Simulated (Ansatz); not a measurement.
Ansatz (a quantum-chemistry and plane-wave program) input (CCSD(T)/cc-pVTZ):

Ansatz 0.2 input:
```yaml
crystal:
  periodic: [false, false, false]
  atoms:
    - {symbol: C, position_ang: [1.93513025, -0.82143070, -0.18181276]}
    - {symbol: S, position_ang: [0.97966065, 0.54081257, 0.19778371]}
    - {symbol: B, position_ang: [-0.75915087, 0.07862847, -0.00248059]}
    - {symbol: C, position_ang: [-1.18608123, -1.36120827, -0.45347911]}
    - {symbol: C, position_ang: [-1.79446982, 1.21485394, 0.30587599]}
    - {symbol: H, position_ang: [1.50027308, -1.76126302, -0.48160661]}
    - {symbol: H, position_ang: [3.00626453, -0.71428030, -0.11224039]}
    - {symbol: H, position_ang: [-0.81755783, -2.12175087, 0.24256792]}
    - {symbol: H, position_ang: [-0.75963246, -1.61523262, -1.42935260]}
    - {symbol: H, position_ang: [-2.26950679, -1.47044029, -0.52410797]}
    - {symbol: H, position_ang: [-2.48078134, 0.88450174, 1.09390103]}
    - {symbol: H, position_ang: [-1.36238010, 2.16901270, 0.60991424]}
    - {symbol: H, position_ang: [-2.42297040, 1.39001941, -0.57471677]}
basis:
  gaussian:
    orbitals: cc-pVTZ
magnetization: {spin_polarized: true, initial_magnetization: 1}
correlation: {method: ccsd_t, electrons: outside_noble_gas}
```

Output:

```
Functional definition: HF
integrals: 3.14 GiB planned
1496 factors; integrals over basis functions are off by at most 1.3e-3 eV
1.49 GiB of device memory are held for the factors and their scratch space
mean field: 1.37 GiB planned
mean field evaluation 1: about -14704.8228 eV, gradient 2.6e1 eV
mean field evaluation 2: about -14704.8268 eV, gradient 2.6e1 eV
mean field evaluation 4: about -14708.7977 eV, gradient 3.0e0 eV
mean field evaluation 8: about -14708.9445 eV, gradient 2.3e-1 eV
mean field evaluation 16: about -14708.9135 eV, gradient 1.0e0 eV
mean field -14708.94612741 eV, -540.5438001004 hartree, gradient 5.0e-6 eV, S^2 0.771266; 0 other end points of the search recorded, 0 dependent functions left out
9 core orbitals not correlated
reference -14708.94612741 eV, -540.5438001004 hartree; 15, 14 occupied and 242, 243 virtual orbitals, 1496 factors
second order -21.16129066 eV of doubles, -0.00000000 eV of singles
coupled cluster: 26.65 GiB planned
cycle   1  -22.18089085 eV  change    -1.0e0 eV  update   1.0e-1
cycle   2  -22.72407480 eV  change   -5.4e-1 eV  update   3.1e-2
cycle   3  -22.83744216 eV  change   -1.1e-1 eV  update   2.0e-2
cycle   4  -22.83508595 eV  change    2.4e-3 eV  update   9.2e-3
cycle   5  -22.83485548 eV  change    2.3e-4 eV  update   5.0e-3
cycle   6  -22.83654306 eV  change   -1.7e-3 eV  update   2.1e-3
cycle   7  -22.83673009 eV  change   -1.9e-4 eV  update   7.8e-4
cycle   8  -22.83702900 eV  change   -3.0e-4 eV  update   3.3e-4
cycle   9  -22.83699596 eV  change    3.3e-5 eV  update   1.2e-4
cycle  10  -22.83693818 eV  change    5.8e-5 eV  update   4.7e-5
cycle  11  -22.83696924 eV  change   -3.1e-5 eV  update   2.5e-5
perturbative correction -0.97460311 eV, -0.0358160039 hartree
Total energy: -14732.75769977 eV, -541.4188592446 hartree
```

It need not be the lowest isomer of its formula.
